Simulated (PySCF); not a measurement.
Electronic structure of Br²⁺ (bromine, charge +2) at the UHF level

Configuration: [Ar] 3d10 4s1 4p4, 4s spin antiparallel (an excited configuration). Calculation: PySCF 2.14, in x2c-TZVPPall (6s5p4d1f, 48 functions); the spin-free X2C one-electron Hamiltonian (Gaussian nucleus).

```json
{"Total energy": "-2602.558337 hartree", "One-electron energy": "-3589.7360 hartree", "Hartree (Coulomb) energy": "1077.5184 hartree", "Exchange energy": "-90.3407 hartree", "⟨S²⟩": "1.7524", "⟨L²⟩": "2.024", "Sum of ⟨r⟩": "20.86 bohr", "Sum of ⟨r²⟩": "26.38 bohr²", "Traceless quadrupole moment −½Σ⟨3z² − r²⟩ along its main axis": "-1.59 e·bohr²", "Langevin diamagnetic susceptibility": "-20.9 ×10⁻⁶ cm³/mol"}
```

```csv
shell,electrons,mean orbital energy (hartree),spread (hartree),"rms radius, mean of both spins (bohr)"
1s β,1,-499.19681,0,0.0492
1s α,1,-499.19552,0,0.0492
2s β,1,-68.06435,0,0.205
2s α,1,-68.05574,0,0.205
2p α,3,-59.96572,0.01134,0.183
2p β,3,-59.95943,0.00381,0.183
3s β,1,-11.15388,0,0.588
3s α,1,-11.13877,0,0.588
3p α,3,-8.51190,0.03095,0.607
3p β,3,-8.50038,0.00282,0.607
3d α,5,-4.11436,0.02996,0.647
3d β,5,-4.11033,0.01730,0.647
4s β,1,-1.76636,0,1.71
4p β,1,-1.23910,0,2.00
4p α,3,-1.21145,0.07046,2.00
```

With the s spin flipped the determinant is a mixture of two multiplicities, not a spectroscopic state.

Densities and radii are taken from the X2C orbitals without a picture-change correction, which distorts them close to the nucleus.

Spin-orbit constants ζ (cm⁻¹) from the X2C one-electron operator on these orbitals: bare nucleus, nucleus screened by l(l+1)(2l+1)/3 electrons, and screened by the Breit-Pauli mean field of the electrons.

```csv
shell,bare,screened nucleus,mean field
2p,261900,246900,240000
3p,37930,35760,34570
3d,4680,3343,3122
4p,3214,3031,2914
```
